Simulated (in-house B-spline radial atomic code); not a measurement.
# Ionising Eu35+ with different functionals

Computed with an all-electron radial atomic-structure program (B-spline basis): scalar-relativistic (spin-free X2C) Hamiltonian, Fermi nucleus of rms radius 5.1115 fm, spin-polarised at highest spin, spherical fractional occupations for the functionals. The ionisation energy is the difference of two self-consistent energies, [Ar] 3d10 → [Ar] 3d9, without Breit or QED terms; ε is the level of the shell that loses the electron (its least bound occupied spin orbital). There is no spin-orbit coupling in this Hamiltonian.

Hybrids are left out here: with spherical fractional occupations of an open shell their exact exchange keeps a self-interaction that integer-occupation calculations don't have.

```json
{"method": "LDA PW92", "rung": "LDA", "ΔSCF (eV)": "?", "-ε(3d) (eV)": "?"}
{"method": "BLYP", "rung": "GGA", "ΔSCF (eV)": "2505.4", "-ε(3d) (eV)": "2455.5"}
{"method": "RPBE", "rung": "GGA", "ΔSCF (eV)": "?", "-ε(3d) (eV)": "?"}
{"method": "PBE", "rung": "GGA", "ΔSCF (eV)": "2505.6", "-ε(3d) (eV)": "2455.7"}
{"method": "OLYP", "rung": "GGA", "ΔSCF (eV)": "2510.2", "-ε(3d) (eV)": "2460.3"}
```

Q: What does LDA PW92 give?

A: ΔSCF 2505.4 eV, and -ε(3d) = 2455.4 eV.

Q: What does RPBE give?

A: ΔSCF 2505.7 eV, and -ε(3d) = 2455.7 eV.

Q: How do they compare with the NIST value?

A: NIST lists 2495 eV ± 5 (tabulated theory, ground level to ground level). Errors run from +10.4 to +15.2 eV. The correlated functionals all miss on the same side by more than they spread, so the cause is common to them (spin-orbit coupling, Breit-QED terms, multiplet and fine-structure energies, or a listed next ion that isn't the cheapest removal here) and closeness doesn't rank the functionals.
